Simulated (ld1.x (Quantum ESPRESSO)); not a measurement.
Debugging a pseudopotential input (In (Z = 49), ld1.x (Quantum ESPRESSO) 7.5)

Command:

```bash
ld1.x < In.in > In.out
```

Input:

```
&input
   title='In', zed=49., rel=2, dft='BLYP', iswitch=3,
   config='[Kr] 4d10 5s2 5p0.75', rel_dist='average',
   nld=5, rlderiv=1.90, eminld=-11.0, emaxld=5.0, deld=0.04
 /
 &inputp
   pseudotype=3, tm=.true., lloc=-2, rcloc=1.25,
   nlcc=.true., new_core_ps=.true.,
   which_augfun='PSQ', rmatch_augfun_nc=.true.,
   file_pseudopw='In.UPF', file_wfcaegen='ae.wfc', file_wfcncgen='nc.wfc', file_beta='beta', file_chi='chi', file_wfcusgen='us.wfc'
 /
6
4S  1  0   2.00   0.00  1.10  1.30  0.0
5S  2  0   3.00   0.00  1.10  1.30  0.0
4P  2  1   6.00   0.00  1.60  1.75  0.0
5P  3  1   0.75   0.00  1.60  1.75  0.0
4D  3  2  10.00   0.00  1.45  1.60  0.0
4D  3  2   0.00  -0.45  1.45  1.60  0.0
 &test
   configts(1)='4s2 4p6 4d10 5s2 5p0.75'
 /
```

Output:

```
Program LD1 v.7.5

 %%%%%%%%%%%%%%%%%%%%%%%%%%%%%%%%%%%%%%%%%%%%%%%%%%%%%%%%%%%%%%%%%%%%%%%%%%%%%%
     Error in routine read_psconfig (2):
     ps-label wrong?
 %%%%%%%%%%%%%%%%%%%%%%%%%%%%%%%%%%%%%%%%%%%%%%%%%%%%%%%%%%%%%%%%%%%%%%%%%%%%%%

     stopping ...
```

Q: This input was made by a single change from one that runs to its end. What was changed?

A: The change: occupation of 5S in the list raised by one against config. The program refuses the input: "read_psconfig: ps-label wrong?".
